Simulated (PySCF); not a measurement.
TcOCl2 (doublet). All numbers come from UPBE in PySCF with Tc def2-SVP with ECP28, O def2-SVP, Cl def2-SVP; scalar-relativistic core potentials, no spin–orbit coupling; density-fitted integrals.

Harmonic bands of its minimum:

| ω (cm⁻¹) | IR (km/mol) |
| --- | --- |
| 103 | 0.4 |
| 120 | 1.6 |
| 188 | 1.9 |
| 385 | 16.5 |
| 433 | 68.4 |
| 1061 | 137 |

Question: The central atom is Tc. Infer the point group and assign the bands.

Answer: C2v. The modes span 3a1 + b1 + 2b2: 103 a1, 120 b1, 188 b2, 385 a1, 433 b2, 1061 a1. The computed geometry has Tc–Cl 2.234 Å (×2), Tc–O 1.636 Å; Cl–Tc–Cl 116.1°, Cl–Tc–O 121.9° (×2).

This need not be the most stable arrangement of these atoms. Other spin states or occupations of the open shell can lie lower.
